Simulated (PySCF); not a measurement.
Precursor series Zn F-Br. Gas-phase values, no solvent.

Level of theory: PBE-D3(BJ)/def2-TZVP // TPSS-D3(BJ)/def2-SVP in PySCF 2.14.0. 

```
species                                coordination number  charge on the central atom (meta-Löwdin) (e)  LUMO (eV)  mean distance from the central atom to its bonded neighbours (Å)
-------------------------------------  -------------------  --------------------------------------------  ---------  ----------------------------------------------------------------
0 of 2 F replaced by Br                                  2                                          1.37      -2.98                                                             1.736
1 of 2 F replaced by Br ([Zn(F)(Br)])                  [?]                                           [?]      -2.85                                                               [?]
2 of 2 F replaced by Br                                  2                                          1.13      -2.74                                                             2.236
```

Q: What belongs in the gaps?

A: 
- 1 of 2 F replaced by Br ([Zn(F)(Br)]), coordination number: 2
- 1 of 2 F replaced by Br ([Zn(F)(Br)]), charge on the central atom (meta-Löwdin) (e): 1.25
- 1 of 2 F replaced by Br ([Zn(F)(Br)]), mean distance from the central atom to its bonded neighbours (Å): 1.986
